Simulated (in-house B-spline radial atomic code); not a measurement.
Results of a calculation; reference values are marked as such.
**Extrapolating the RPA correlation energy in partial waves: the thallium ion Tl²⁺**

All-electron RPA on PBE orbitals from a B-spline radial code for spherical atoms, scalar-relativistic (spin-free one-electron X2C), finite nucleus, configuration [Xe] 4f14 5d10 6s1, highest spin. Without the two-electron picture change, the correlation of inner shells comes somewhat too large for so heavy an element. RPA overbinds a lone outer s electron by self-correlation, and G0W0 tends to as well. With empty states up to angular momentum L the sums are:

```tsv
L	E_c(L) (hartree)
5	-6.175470
6	-6.564756
7	-6.776113
8	-6.896344
9	-6.967474
```

For large l each further wave adds A/(l + 1/2)⁴, because the basis must build the cusp where two electrons meet.

(1) Estimate the limit from L = 8 and L = 9.

(2) How good is the estimate?

Results:

(1) Wave 9 adds -0.071130, against a sum of (l + 1/2)⁻⁴ of 1.22774e-04, so A = -579.36. The sum over l > 9 is ζ(4, 10.5) = 3.3168e-04, close to 1/(3 × 10³) = 3.3333e-04. The tail is -0.192162 and the limit -7.15964 hartree.

(2) A run to L = 11 sums to -7.03976 and extrapolates to -7.13476 hartree, 10.24 millihartree from the run before, so it has not settled and is itself too deep. The estimate differs from that by -24.88 millihartree, while the bare sum at L = 9 misses 167.3 millihartree (2.3 %).
